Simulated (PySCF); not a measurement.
H8N2Si2, SMILES [SiH3][SiH](N)N. The structure is a stationary point at PBE-D3(BJ)/def2-SVP. Other conformers were not sampled.

Computed equilibrium geometry at PBE-D3(BJ)/def2-SVP (PySCF confirms it by a frequency run) as Cartesian coordinates in Å (one conformer of several):
```xyz
12

N     -0.4957     1.7146    -0.5404
Si    -0.5713     0.1834     0.2889
N     -1.7542    -0.7878    -0.5491
Si     1.6534    -0.6232     0.2626
H     -1.3535     2.2673    -0.6306
H      0.3148     2.3217    -0.3974
H     -1.0690     0.1646     1.7206
H     -2.2265    -1.5314    -0.0298
H     -1.5681    -1.0797    -1.5122
H      2.6491     0.3692     0.8161
H      1.7677    -1.8842     1.0830
H      2.0852    -0.9576    -1.1444
```
Charge 0, spin multiplicity 1.
